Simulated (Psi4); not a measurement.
C2H3Cl2FGe (SMILES C=[CH][Ge]([F])([Cl])[Cl]), singlet, geometry from GFN2-xTB, atoms displaced at random by about 0.08 Å a coordinate; R2SCAN/STO-3G, gradient run with Psi4.

Psi4 was given this input:
```
memory 2 GB

molecule {
0 1
C    -2.90171003   -0.53533321   -0.17232952
C    -1.56411184   -0.63052003   -0.91831899
Ge    0.15768842   -0.00141920    0.20725978
F    -0.51765649    0.59867036    1.60935380
Cl    1.43990351   -1.41767145    0.54180728
Cl    0.90274154    1.64487104   -0.70301413
H    -3.08658651   -0.07672185    0.76574937
H    -3.81836725   -0.94230992   -0.68596071
H    -1.56995233   -1.00552060   -1.86736687
symmetry c1
no_reorient
no_com
}

set {
  basis sto-3g
}

gradient('r2scan')
print_variables()
```

Output, abridged:

```
gradient() will perform analytic gradient computation.

   => Loading Basis Set <=

    Name: STO-3G
    Role: ORBITAL
    Keyword: BASIS

         ---------------------------------------------------------
                                   SCF
               by Justin Turney, Rob Parrish, Andy Simmonett
                          and Daniel G. A. Smith
                              RKS Reference
         ---------------------------------------------------------

  ==> Geometry <==

    Molecular point group: c1
    Full point group: C1

    Geometry (in Angstrom), charge = 0, multiplicity = 1:

       Center              X                  Y                   Z               Mass
    ------------   -----------------  -----------------  -----------------  -----------------
         C           -2.901710030000    -0.535333210000    -0.172329520000    12.000000000000
         C           -1.564111840000    -0.630520030000    -0.918318990000    12.000000000000
         GE           0.157688420000    -0.001419200000     0.207259780000    73.921177761000
         F           -0.517656490000     0.598670360000     1.609353800000    18.998403162730
         CL           1.439903510000    -1.417671450000     0.541807280000    34.968852682000
         CL           0.902741540000     1.644871040000    -0.703014130000    34.968852682000
         H           -3.086586510000    -0.076721850000     0.765749370000     1.007825032230
         H           -3.818367250000    -0.942309920000    -0.685960710000     1.007825032230
         H           -1.569952330000    -1.005520600000    -1.867366870000     1.007825032230

  Running in c1 symmetry.

  Rotational constants: A =      0.06144  B =      0.04877  C =      0.03635 [cm^-1]
  Rotational constants: A =   1842.03160  B =   1462.06382  C =   1089.60301 [MHz]
  Nuclear repulsion =  693.884416756037695

  Charge       = 0
  Multiplicity = 1
  Electrons    = 90
  Nalpha       = 45
  Nbeta        = 45

  ==> Algorithm <==

  SCF Algorithm Type is DF.
  DIIS enabled.
  MOM disabled.
  Fractional occupation disabled.
  Guess Type is SAD.
  Energy threshold   = 1.00e-08
  Density threshold  = 1.00e-08
  Integral threshold = 1.00e-12

  ==> Primary Basis <==

  Basis Set: STO-3G
    Blend: STO-3G
    Number of shells: 30
    Number of basis functions: 54
    Number of Cartesian functions: 55
    Spherical Harmonics?: true
    Max angular momentum: 2

  ==> DFT Potential <==

   => LibXC <=

    Version 7.1.2
    S. Lehtola, C. Steigemann, M. J. T. Oliveira, and M. A. L. Marques,  SoftwareX 7, 1–5 (2018) (10.1016/j.softx.2017.11.002)

   => Composite Functional: R2SCAN <=

    r2SCAN Meta-GGA XC Functional  (0.1021/acs.jpclett.0c02405)
    J. W. Furness, A. D. Kaplan, J. Ning, J. P. Perdew, J. Sun  J. Phys. Chem. Lett.  11, 8208–8215, 2020

    Deriv               =              1
    GGA                 =           TRUE
    Meta                =           TRUE

    Exchange Hybrid     =          FALSE
    MP2 Hybrid          =          FALSE

   => Exchange Functionals <=

    1.0000   XC_MGGA_X_R2SCAN

   => Correlation Functionals <=

    1.0000   XC_MGGA_C_R2SCAN

   => LibXC Density Thresholds  <==

    XC_MGGA_C_R2SCAN:  1.00E-15
    XC_MGGA_X_R2SCAN:  1.00E-11

   => Molecular Quadrature <=

    Radial Scheme          =       TREUTLER
    Pruning Scheme         =           NONE
    Nuclear Scheme         =       TREUTLER

    Blocking Scheme        =         OCTREE
    BS radius alpha        =              1
    Pruning alpha          =              1
    Radial Points          =             75
    Spherical Points       =            302
    Total Points           =         187821
    Total Blocks           =           1470
    Max Points             =            256
    Max Functions          =             48
    Weights Tolerance      =       1.00E-15

   => Loading Basis Set <=

    Name: (STO-3G AUX)
    Role: JKFIT
    Keyword: DF_BASIS_SCF

  ==> Integral Setup <==

[...]
  @DF-RKS Final Energy: -3138.90129778077926
    Total Energy =                      -3138.9012977807792595
[...]
         C           -1.564111840000    -0.630520030000    -0.918318990000    12.000000000000
         GE           0.157688420000    -0.001419200000     0.207259780000    73.921177761000
         F           -0.517656490000     0.598670360000     1.609353800000    18.998403162730
         CL           1.439903510000    -1.417671450000     0.541807280000    34.968852682000
         CL           0.902741540000     1.644871040000    -0.703014130000    34.968852682000
         H           -3.086586510000    -0.076721850000     0.765749370000     1.007825032230
         H           -3.818367250000    -0.942309920000    -0.685960710000     1.007825032230
         H           -1.569952330000    -1.005520600000    -1.867366870000     1.007825032230

  Nuclear repulsion =  693.884416756037695

  ==> Basis Set <==

  Basis Set: STO-3G
    Blend: STO-3G
    Number of shells: 30
    Number of basis functions: 54
    Number of Cartesian functions: 55
    Spherical Harmonics?: true
    Max angular momentum: 2

  ==> DFJKGrad: Density-Fitted SCF Gradients <==

    Gradient:                    1
    J tasked:                  Yes
    K tasked:                   No
    wK tasked:                  No
    Integrals threads:           1
    Schwarz Cutoff:          1E-12
    Fitting Condition:       1E-10

   => Auxiliary Basis Set <=

  Basis Set: (STO-3G AUX)
    Blend: DEF2-UNIVERSAL-JKFIT
    Number of shells: 229
    Number of basis functions: 803
    Number of Cartesian functions: 1012
    Spherical Harmonics?: true
    Max angular momentum: 5

  ==> DFT Potential <==

   => LibXC <=

    Version 7.1.2
    S. Lehtola, C. Steigemann, M. J. T. Oliveira, and M. A. L. Marques,  SoftwareX 7, 1–5 (2018) (10.1016/j.softx.2017.11.002)

   => Composite Functional: R2SCAN <=

    r2SCAN Meta-GGA XC Functional  (0.1021/acs.jpclett.0c02405)
    J. W. Furness, A. D. Kaplan, J. Ning, J. P. Perdew, J. Sun  J. Phys. Chem. Lett.  11, 8208–8215, 2020

    Deriv               =              1
    GGA                 =           TRUE
    Meta                =           TRUE

    Exchange Hybrid     =          FALSE
    MP2 Hybrid          =          FALSE

   => Exchange Functionals <=

    1.0000   XC_MGGA_X_R2SCAN

   => Correlation Functionals <=

    1.0000   XC_MGGA_C_R2SCAN

   => LibXC Density Thresholds  <==

    XC_MGGA_C_R2SCAN:  1.00E-15
    XC_MGGA_X_R2SCAN:  1.00E-11

   => Molecular Quadrature <=

    Radial Scheme          =       TREUTLER
    Pruning Scheme         =           NONE
    Nuclear Scheme         =       TREUTLER

    Blocking Scheme        =         OCTREE
    BS radius alpha        =              1
    Pruning alpha          =              1
    Radial Points          =             75
    Spherical Points       =            302
    Total Points           =         187821
    Total Blocks           =           1470
    Max Points             =            256
    Max Functions          =             48
    Weights Tolerance      =       1.00E-15

  -Total Gradient:
     Atom            X                  Y                   Z
    ------   -----------------  -----------------  -----------------
       1       -0.113245682654     0.035491766766     0.125226043836
       2        0.090229688913    -0.059657439469    -0.193100346034
       3        0.136811414975    -0.010376048008     0.029538237181
       4       -0.000449890187     0.002762555067    -0.007003051039
       5       -0.064886759382     0.070109331484    -0.016057149762
       6       -0.027707576190    -0.048086123955     0.029141400003
       7       -0.006692146131    -0.012498771527    -0.032307847896
       8       -0.017084584817    -0.009713681481    -0.006594785491
       9       -0.003403940768     0.032236914436     0.070995539993

  Variable Map:
  ----------------------------------------------------------------------------
[...]
  Array Variable Map:
  ----------------------------------------------------------------------------
[...]
[...]
```
